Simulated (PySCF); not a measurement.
C5H6Se, SMILES C=C=C1[Se]CC1.

Coordinates come from a B3LYP-D3(BJ)/def2-SVP optimisation. This is a generated structure with no PubChem entry under its InChIKey; it may be hypothetical.

Two levels are set side by side: PBE/def2-TZVP (PySCF) and PBE0/def2-TZVP (PySCF). Same geometry, gas phase. Differences are taken from unrounded values.

```tsv
quantity	PBE0	PBE	PBE minus PBE0
orbital gap (eV)	4.95	2.97	-1.97
highest occupied level (eV)	-5.93	-4.87	1.06
lowest empty level (eV)	-0.98	-1.90	-0.91
dipole moment (D)	1.69	1.61	-0.08
mean polarisability (bohr³)	90.6	92.7	2.1
```

PBE's occupied levels lie high since its potential decays too fast outside the molecule; exact exchange lowers them and widens the gap. Differences between two approximate levels are no errors against the true value.

Rough cost on one machine, each run with all the roots and properties that it gave: PBE0 against PBE within a factor of 2.
